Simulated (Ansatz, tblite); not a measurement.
Forces on the cluster Li₂Br₂⁺ at its r2SCAN-D4/def2-TZVP geometry. Total charge 1; doublet.

The xTB rows come from tblite. In the doublet, Br3 and Br4 lie 2.93 Å apart (atoms count from 1), so these atoms are partly bonded to each other. The structure comes from a short search, and lower isomers may exist.

GFN1-xTB (tblite), largest force 0.32 eV/Å:

```xyz
4
positions Å, forces eV/Å
Li    0.152   -1.657    1.021    0.059    0.292   -0.124
Li   -0.606    1.426   -1.188    0.173   -0.173    0.210
Br   -0.497    0.736    1.197   -0.111   -0.064   -0.052
Br    0.951   -0.505   -1.030   -0.122   -0.054   -0.034
```

GFN2-xTB (tblite), largest force 0.41 eV/Å:

```
Li 0.118 -0.096 0.130
Li 0.050 0.182 -0.068
Br -0.280 0.124 0.269
Br 0.111 -0.210 -0.331
```

r2SCAN-D4/def2-TZVP (Ansatz), largest force 0.02 eV/Å:

```
Li 0.002 0.000 0.001
Li 0.001 0.001 0.000
Br -0.013 0.009 0.016
Br 0.010 -0.010 -0.018
```
